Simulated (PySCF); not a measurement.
PbI, SMILES [I][Pb+] (connectivity only; charge and spin as stated), charge +1, multiplicity 1.

Geometry optimised at r2SCAN-D4/def2-TZVP. The multiplicity is an assumed one; other spin states were not compared. The def2 effective core potentials stand for the cores of I, Pb; spin–orbit coupling is left out.

Two levels are set side by side: TDA-PBE/def2-TZVPD (PySCF) and TDA-ωB97X/def2-TZVPD (PySCF). Vertical, same geometry. The lowest singlet is HOMO−1→LUMO+1 50 %, HOMO→LUMO 50 % with PBE and HOMO−1→LUMO+1 49 %, HOMO→LUMO 49 % with the other functional; states are paired by order. Differences are taken from unrounded values.

```json
[
 {"quantity": "lowest singlet excitation (eV)", "TDA-PBE": "2.91"},
 {"quantity": "lowest triplet excitation (TDA) (eV)", "TDA-PBE": "2.52"},
 {"quantity": "first bright state (f over 0.05) (eV)", "TDA-PBE": "4.34"},
 {"quantity": "its oscillator strength", "TDA-PBE": "0.10"}
]
```

These are the TDA-PBE values. What does TDA-ωB97X give? (The exact figures need the calculation; the answer reports its results.)


```json
[
 {"quantity": "lowest singlet excitation (eV)", "TDA-ωB97X": "3.45", "TDA-PBE minus TDA-ωB97X": "-0.54"},
 {"quantity": "lowest triplet excitation (TDA) (eV)", "TDA-ωB97X": "3.23", "TDA-PBE minus TDA-ωB97X": "-0.71"},
 {"quantity": "first bright state (f over 0.05) (eV)", "TDA-ωB97X": "4.60", "TDA-PBE minus TDA-ωB97X": "-0.26"},
 {"quantity": "its oscillator strength", "TDA-ωB97X": "0.07", "TDA-PBE minus TDA-ωB97X": "0.02"}
]
```

Functionals without exact exchange tend to place singlet excitations lower, as here. Differences between two approximate levels are no errors against the true value.

Rough cost on one machine, each run with all the roots and properties that it gave: TDA-ωB97X against TDA-PBE about 3 times.
